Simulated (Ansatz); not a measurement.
B6As5H18⁻, a cluster cut from wurtzite BAs (hydrogen-capped). Charge -1, multiplicity 1. Geometry PBE-D4/def2-SVP, basis def2-TZVP, Ansatz.

| run | HOMO (eV) | LUMO (eV) |
| --- | --- | --- |
| A | -3.57 | 2.49 |
| B | -2.53 | 1.73 |
| C | -3.41 | 2.27 |
| D | -2.63 | 1.52 |
| E | -2.75 | 1.99 |

B3LYP takes the VWN-RPA correlation. Single mean-field runs in def2-TZVP are fitted with def2-universal-jkfit.

Question: The runs used B3LYP, LDA (SPW92), PBE, PBE0, r2SCAN. Estimate which is which.

Answer: A PBE0 (25 % exact exchange); B PBE (0 % exact exchange); C B3LYP (20 % exact exchange); D LDA (SPW92) (0 % exact exchange); E r2SCAN (0 % exact exchange). Exact exchange lowers occupied and raises empty levels; among semilocal functionals meta-GGAs tend to open the gap a little, and such runs are hard to tell apart. The gap grows from 4.16 eV (LDA (SPW92)) to 6.06 eV (PBE0).
